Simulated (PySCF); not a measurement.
## Molecular orbitals of NaPb⁺

PBE0 at R = 3.467 Å; PySCF, scalar-relativistic core potentials, basis sets Na def2-SVPD, Pb def2-SVPD with ECP60. State: triplet, unpaired electrons π ↑↑, a second solution, started from another occupation. Only the outer orbitals are listed, counted within each symmetry, core potentials removing the inner ones.

```
spin  orbital  occ.  ε (eV)  on Na (%)   main shells (%)
   α       6σ     1  -27.75          0          100 Pb d
   α       3π     1  -27.63          0          100 Pb d
   α       3π     1  -27.63          0          100 Pb d
   α       1δ     1  -27.27          0          100 Pb d
   α       1δ     1  -27.27          0          100 Pb d
   α       7σ     1  -17.85          0           99 Pb s
   α       4π     1   -8.76          2           97 Pb p
   α       4π     1   -8.76          2           97 Pb p
   α       8σ     0   -8.05         36  62 Pb p, 30 Na s
   α       9σ     0   -5.73         77  72 Na s, 24 Pb p
   α       5π     0   -3.86         91           91 Na p
   β       6σ     1  -27.64          0          100 Pb d
   β       3π     1  -27.46          0          100 Pb d
   β       3π     1  -27.46          0          100 Pb d
   β       1δ     1  -26.98          0          100 Pb d
   β       1δ     1  -26.98          0          100 Pb d
   β       7σ     1  -16.34          1           98 Pb s
   β       8σ     0   -7.53         50  49 Pb p, 43 Na s
   β       4π     0   -5.64          9           90 Pb p
   β       4π     0   -5.64          9           90 Pb p
```

Question: Which are the highest filled and the lowest empty level, where do they sit, and how wide is the gap?

Answer: Highest filled α 4π at -8.76 eV (in %: 97 Pb p); lowest empty α 8σ at -8.05 eV (in %: 62 Pb p, 30 Na s); the gap at PBE0 is 0.71 eV.

```
bond order (Mayer)                                                                                                 : 0.11
⟨S²⟩                                                                                                               : 2.003
charge on Na (Mulliken, basis-dependent)                                                                           : 0.94
charge on Na (Löwdin, basis-dependent)                                                                             : 0.79
dipole moment (positive dipole points towards Pb; it is taken about the centre of mass and depends on that origin) : -12.54 D
```

Spin–orbit coupling is left out, which matters for elements this heavy, above all for dissociation energies.
